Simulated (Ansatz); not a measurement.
Reaction (formal exchange of groups at a C–Ge bond): `C=C=[CH][GeH3]` + `C[SiH2]F` → `C=C=C[SiH](C)F` + GeH₄

Isolated molecules relaxed with PBE0-D4/def2-TZVP in Ansatz; ΔE leaves out vibrations. CBS: MP2 limit from def2 TZ/QZ plus the TZ coupled-cluster correction, frozen cores. DFT in def2-TZVPP. B3LYP here is the variant with VWN-RPA as its local correlation; programs differ in this. For Ge outer-core shells are correlated without core-valence functions, which leaves a few kJ/mol of doubt a bond. Scalar relativity is left out up to krypton. One conformer a species, not always the lowest.

```
             level  ΔE (kcal/mol)  difference from CCSD(T)/CBS
         r2SCAN-D4           -7.4                         -1.5
           ωB97M-V           -7.1                         -1.2
            r2SCAN           -7.1                         -1.2
              PBE0           -6.3                         -0.4
             B3LYP           -5.7                          0.2
     HF/def2-TZVPP           -5.0                          0.9
   CCSD/def2-TZVPP           -5.4                          0.5
CCSD(T)/def2-TZVPP           -5.6                          0.3
      HF/CBS(def2)           -5.3                          0.6
     MP2/CBS(def2)           -5.5                          0.4
       CCSD(T)/CBS           -5.9                            0
```

Largest T1 diagnostic among the species: 0.012.

The D4 term adds −1.1 kcal/mol with B3LYP and −0.7 kcal/mol with PBE0; it sums over pairs of atoms, weighted by their polarisabilities, and B3LYP, whose exchange is more repulsive, gets the larger term.
